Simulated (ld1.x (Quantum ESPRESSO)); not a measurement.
# N (Z = 7): variants of one RRKJ potential

Base potential:

```json
{
 "Element": "nitrogen (N)",
 "Generator": "ld1.x (Quantum ESPRESSO) 7.5",
 "Type": "norm-conserving RRKJ (Kleinman–Bylander form)",
 "Functional": "PBE",
 "Relativity": "scalar-relativistic",
 "Frozen core": "[He]",
 "Valence charge": "5",
 "Reference configuration": "2s2 2p3",
 "Partial waves": "2p (bound): rc 2.50 bohr; 2s (bound): rc 0.90 bohr",
 "Local potential": "the s channel",
 "Core correction": "a·sin(br)/r model core, default radius (core density twice the valence density)"
}
```

All-electron outer shells of the reference configuration (PBE, scalar-relativistic, ld1.x):

| shell | level (eV) | outermost node (bohr) | outermost maximum (bohr) |
| --- | --- | --- | --- |
| 1s | -384.72 | – | 0.15 |
| 2s | -18.58 | 0.32 | 1.02 |
| 2p | -7.09 | – | 0.98 |

Cutoffs, loose and tight: the cutoffs (Ry, on a coarse ladder) from which the occupation-weighted sum of valence levels, in a spherical-Bessel basis at the reference potential, stays within 10 and 1 mRy of its value at 400 Ry. They do not see the model core or the augmentation charge, which bear on the density cutoff. Test errors are all-electron minus pseudo excitation energies from the reference, over the configurations 2s2 2p2; 2s2 2p1; 2s2 2p0; 2s1 2p4; 2s0 2p5; 2s1 2p3; 2s2 2p2.5. A dash means not determined; rows that change the core or the reference have their own tests.

The default core radius of the base comes out at 0.41 bohr.

```tsv
change	outcome	cutoff, loose	cutoff, tight	bound ghosts	largest test error (meV)
base	generated	55 Ry	140 Ry	none	+4440
core correction none	generated	55 Ry	140 Ry	none	+4430
core correction a·sin(br)/r model core inside 0.36 bohr	generated	55 Ry	140 Ry	none	+4439
core correction a·sin(br)/r model core inside 0.44 bohr	generated	55 Ry	140 Ry	none	+4441
core correction a·sin(br)/r model core inside 0.52 bohr	generated	55 Ry	140 Ry	none	+4451
core correction a·sin(br)/r model core inside 0.64 bohr	generated	55 Ry	140 Ry	none	+4423
core correction a·sin(br)/r model core inside 0.70 bohr	generated	55 Ry	140 Ry	none	+4421
core correction a·sin(br)/r model core inside 0.82 bohr	generated	55 Ry	140 Ry	none	+4430
core correction a·sin(br)/r model core inside 0.90 bohr	generated	55 Ry	140 Ry	none	+4431
core correction a·sin(br)/r model core inside 1.00 bohr	generated	55 Ry	140 Ry	none	+4430
core correction a·sin(br)/r model core inside 1.10 bohr	generated	55 Ry	140 Ry	none	+4430
```
